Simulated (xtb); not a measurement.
ClSn, doublet, from a rough starting geometry (GFN-xTB shapes and energies of metal compounds can be far from the true ones); GFN2-xTB in xtb.

xtb was given this input:
```
$ xtb mol.xyz --gfn 2 --uhf 1 --opt vtight --json

# file mol.xyz
2

Sn    -0.00207471    -0.09646808    -1.19340940
Cl    -0.03789993     0.06601483     1.16361883
```

Problem. What does xtb print? Leave out banner, timings and long lists.

Solution. 
```
   ID    Z sym.   atoms
    1   50 Sn     1
    2   17 Cl     2

           -------------------------------------------------
          |                Calculation Setup                |
           -------------------------------------------------

           -------------------------------------------------
          |                 G F N 2 - x T B                 |
           -------------------------------------------------

          ...................................................
          :                      SETUP                      :
          :.................................................:
          :  # basis functions                  20          :
          :  # atomic orbitals                  18          :
          :  # shells                            6          :
          :  # electrons                        11          :
          :  max. iterations                   250          :
          :  Hamiltonian                  GFN2-xTB          :
          :  restarted?                      false          :
          :  GBSA solvation                  false          :
          :  PC potential                    false          :
          :  electronic temp.          300.0000000     K    :
          :  accuracy                    1.0000000          :
          :  -> integral cutoff          0.2500000E+02      :
          :  -> integral neglect         0.1000000E-07      :
          :  -> SCF convergence          0.1000000E-05 Eh   :
          :  -> wf. convergence          0.1000000E-03 e    :
          :  Broyden damping             0.4000000          :
          :  net charge                          0          :
          :  unpaired electrons                  1          :
          ...................................................

 iter      E             dE          RMSdq      gap      omega  full diag
   1     -6.6189205 -0.661892E+01  0.390E+01    0.00       0.0  T
   2     -6.6602006 -0.412801E-01  0.678E+00    0.00       1.0  T
   3     -6.6782286 -0.180280E-01  0.119E+01    0.00       1.0  T
   4     -6.6748091  0.341957E-02  0.558E+00    0.00       1.0  T
   5     -6.6790988 -0.428969E-02  0.408E-01    0.00       1.0  T
   6     -6.6791092 -0.104536E-04  0.279E-01    0.00       1.0  T
   7     -6.6791093 -0.106813E-06  0.879E-03    0.00       8.0  T
   8     -6.6791093 -0.133863E-08  0.139E-03    0.00      50.8  T
   9     -6.6791093 -0.336925E-08  0.598E-04    0.00     118.2  T
[...]
         :: total energy              -6.678112993197 Eh    ::
 * total energy  :    -6.6781130 Eh     change       -0.2565237E-10 Eh
 * total energy  :    -6.6781062 Eh     change        0.6786135E-05 Eh
 * total energy  :    -6.6781137 Eh     change       -0.7463691E-05 Eh
 * total energy  :    -6.6781137 Eh     change       -0.6636469E-10 Eh
   *** GEOMETRY OPTIMIZATION CONVERGED AFTER 4 ITERATIONS ***
         :: total energy              -6.678113670848 Eh    ::
[...]
      -------------------------------------------------------------
                  HL-Gap            0.0000000 Eh            0.0000 eV
             Fermi-level           -0.3126444 Eh           -8.5075 eV

     #   Z          covCN         q      C6AA      α(0)
     1  50 Sn       0.805     0.225   508.600    49.537
     2  17 Cl       0.805    -0.225   106.149    15.761

 Mol. C6AA /au·bohr⁶  :       1058.389827
 Mol. C8AA /au·bohr⁸  :     100368.197956
 Mol. α(0) /au        :         65.297849

Wiberg/Mayer (AO) data.
largest (>0.10) Wiberg bond orders for each atom

 ---------------------------------------------------------------------------
     #   Z sym  total        # sym  WBO       # sym  WBO       # sym  WBO
 ---------------------------------------------------------------------------
     1  50 Sn   1.286 --     2 Cl   1.286
     2  17 Cl   1.286 --     1 Sn   1.286
 ---------------------------------------------------------------------------

Topologies differ in total number of bonds
Writing topology from bond orders to xtbtopo.mol

molecular dipole:
                 x           y           z       tot (Debye)
 q only:        0.015      -0.069      -1.003
   full:        0.021      -0.094      -1.370       3.491
molecular quadrupole (traceless):
                xx          xy          yy          xz          yz          zz
 q only:       -0.031       0.003      -0.024       0.056       0.046       0.055
  q+dip:       -0.954       0.002      -0.931       0.035       0.251       1.884
   full:        0.356       0.006       0.361       0.095      -0.019      -0.716

           -------------------------------------------------
          |                Geometry Summary                 |
           -------------------------------------------------

      molecular mass/u    :      154.1630502
   center of mass at/Å    :       -0.0103060      -0.0591357      -0.6518548
  moments of inertia/u·Å² :       -0.1397148E-15   0.1526579E+03   0.1526579E+03
rotational constants/cm⁻¹ :       -0.1206575E+18   0.1104275E+00   0.1104275E+00

optimized geometry written to: xtbopt.xyz

           -------------------------------------------------
          | TOTAL ENERGY               -6.678113670848 Eh   |
          | GRADIENT NORM               0.000000092996 Eh/α |
          | HOMO-LUMO GAP               0.000000000120 eV   |
           -------------------------------------------------

normal termination of xtb
```
